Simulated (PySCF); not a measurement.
Ionising SnCl

PBE; Sn def2-SVPD with ECP28, Cl def2-SVPD; scalar-relativistic core potentials (PySCF 2.14). Neutral (UKS): doublet (π ↑), Re = 2.435 Å, ωe = 329 cm⁻¹, De = 4.08 eV, HOMO -4.10 eV, LUMO -4.01 eV.

SnCl⁻ (UKS): triplet (π ↑↑), Re = 2.621 Å, ωe = 230 cm⁻¹, De = 1.71 eV to Sn + Cl⁻. The energies at the minima are -674.20108 hartree for SnCl and -674.25206 for SnCl⁻.

Task: Work out the adiabatic electron affinity, without and with harmonic zero-point energies (1 hartree = 27.2114 eV, 1 eV = 8065.5 cm⁻¹), and the change of the bond length.

Result: At PBE: 0.05098 hartree = 1.387 eV between the minima; the zero-point term (329.0 − 230.0)/2 cm⁻¹ = +0.006 eV makes it 1.393 eV. Re changes by +18.6 pm against the neutral. The electron enters a π orbital, and the longer bond of the ion fits an antibonding orbital, or a change in how ionic the bond is.

These are scalar-relativistic numbers at best; spin–orbit coupling would shift them, the dissociation energy most. For an ion De counts to the pair picked by the measured ionisation energies or electron affinities, which need not be the lowest pair at this level. The highest Kohn–Sham level is positive in this anion. Much of that is self-interaction error, but it also means that the finite basis helps to hold the extra electron. States were picked by a PBE0 search and need not be the measured ground states.
